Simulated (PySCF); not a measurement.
Mo(O)(NH)(NH2)(SH) (H4MoN2OS), SMILES [NH]=[Mo]([NH2])(=[O])[SH], multiplicity 1. Geometry: B3LYP-D3(BJ)/def2-SVP. The multiplicity is an assumed one; no other spin state was optimised. The structure was generated by enumeration; whether it is a known compound was not checked. The def2 effective core potentials stand for the cores of Mo; spin–orbit coupling is left out. Other conformers were not sampled.

Give the equilibrium geometry at B3LYP-D3(BJ)/def2-SVP (PySCF confirms it by a frequency run) as bond lengths and angles. (Estimate from the structure and the level; the computed values follow.)

This is not unique; one that fits is 
Atoms: Mo1 O2 N3 H4 N5 H6 H7 S8 H9. Bond lengths (Å): Mo1–O2 1.691, Mo1–N3 1.744, Mo1–N5 1.936, Mo1–S8 2.372, N3–H4 1.023, N5–H6 1.019, N5–H7 1.018, S8–H9 1.357. Angles (°): O2–Mo1–N3 114.8, O2–Mo1–N5 110.1, O2–Mo1–S8 109.6, N3–Mo1–N5 107.6, N3–Mo1–S8 102.8, N5–Mo1–S8 111.8, Mo1–N3–H4 143.0, Mo1–N5–H6 123.0, Mo1–N5–H7 125.1, H6–N5–H7 111.3, Mo1–S8–H9 94.3.
Charge 0, spin multiplicity 1.
